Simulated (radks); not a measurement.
Values are calculated unless marked as measured or tabulated.
Species: neutral bromine. Configuration: [Ar] 3d10 4s2 4p5.

Level of theory: Dirac Kohn-Sham, PBEsol, spin-unpolarised, spherical densities, finite nucleus; open shells fill j = l - 1/2 first; Fermi nuclear charge, rms radius 4.1629 fm (a radial shooting solver on a logarithmic mesh with Libxc functionals).

Energy parts (eV):
| part | energy |
|---|---|
| total | -70881.661 |
| kinetic | 72676.134 |
| electron-nucleus | -171254.309 |
| Hartree | 30157.777 |
| exchange-correlation | -2461.263 |

Orbitals (lengths in bohr, moments of r in powers of bohr; r(max) is where P^2 peaks):
orbital	occ.	eigenvalue (eV)	<1/r>	<r^4>	r(max)	small-component weight
1s1/2	2	-13303.06	35.64	0.00001563	0.02793	1.61e-02
2s1/2	2	-1730.905	7.950	0.003107	0.1594	3.18e-03
2p1/2	2	-1559.086	7.920	0.002137	0.1253	3.17e-03
2p3/2	4	-1511.639	7.660	0.002311	0.1285	3.10e-03
3s1/2	2	-237.4746	2.604	0.1953	0.4845	7.66e-04
3p1/2	2	-177.7574	2.487	0.2252	0.4756	7.14e-04
3p3/2	4	-170.9230	2.425	0.2424	0.4843	6.94e-04
3d3/2	4	-67.2780	2.162	0.4042	0.4290	5.73e-04
3d5/2	6	-66.1927	2.146	0.4157	0.4317	5.68e-04
4s1/2	2	-20.0959	0.7959	16.97	1.418	1.13e-04
4p1/2	2	-8.1684	0.6410	46.95	1.645	7.53e-05
4p3/2	3	-7.6691	0.6248	51.92	1.680	7.21e-05

The highest occupied level is 4p3/2 at -7.669 eV. The electron density at the nucleus is 4.429e+04 e/bohr^3.
